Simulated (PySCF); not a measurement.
# Bond lengths and vibrations by method: AlBClH2O anion

All numbers below are calculated, not measured. The program is PySCF 2.14.0, an open-source quantum chemistry code, run on an isolated molecule that a program drew, which may never have been made. The molecule is AlBClH2O anion (charge -1, singlet), drawn as the SMILES string `[BH2][Al]([O-])[Cl]`.

The geometry was optimised and harmonic frequencies were computed with HF and MP2, all in the aug-cc-pV(D+d)Z basis, for the commonest isotopes, with a restricted reference for singlets and an unrestricted one otherwise, and a frozen core in MP2. Each result is a local minimum of its method.

Geometry at the HF minimum:
```xyz
6
AlBClH2O anion, angstrom
B    -1.1688    0.6497    1.3415
Al   -1.2961   -1.4750    1.0043
O    -1.7319   -2.6723    1.9882
Cl   -0.6585   -1.7194   -1.1367
H    -0.1711    1.2105    1.7417
H    -2.0855    1.4196    1.1492
```

Lengths of the bonds as drawn, in Å (atoms numbered as above):
```
bond,HF,MP2
B1-Al2,2.155,2.147
Al2-O3,1.610,1.665
Al2-Cl4,2.247,2.256
B1-H5,1.212,1.217
B1-H6,1.212,1.217
```

Rotational constants, in GHz:
```
constant,HF,MP2
A,5.468,5.398
B,3.137,3.089
C,2.026,1.997
```

Harmonic frequencies in cm^-1, each column in rising order, so a row needn't be the same motion in every method:
| rank | HF | MP2 |
|---|---|---|
| 1 | 124 | 96 |
| 2 | 189 | 179 |
| 3 | 229 | 202 |
| 4 | 232 | 210 |
| 5 | 377 | 366 |
| 6 | 556 | 544 |
| 7 | 574 | 544 |
| 8 | 899 | 852 |
| 9 | 1079 | ? |
| 10 | 1253 | 1191 |
| 11 | 2560 | 2524 |
| 12 | 2599 | 2577 |

**Estimate the missing MP2 frequency from the HF column.**

A single factor s that minimises the squared misfit of MP2 against s times HF over the other rows is sum(HF x MP2) / sum(HF^2) = 0.9811, with an rms misfit of 22 cm^-1. For rank 9 it gives 0.9811 x 1079 = 1059 cm^-1. The calculation gives 942 cm^-1, 117 cm^-1 below the estimate. The drawn bonds are on average 0.9 % longer in MP2 than in HF.
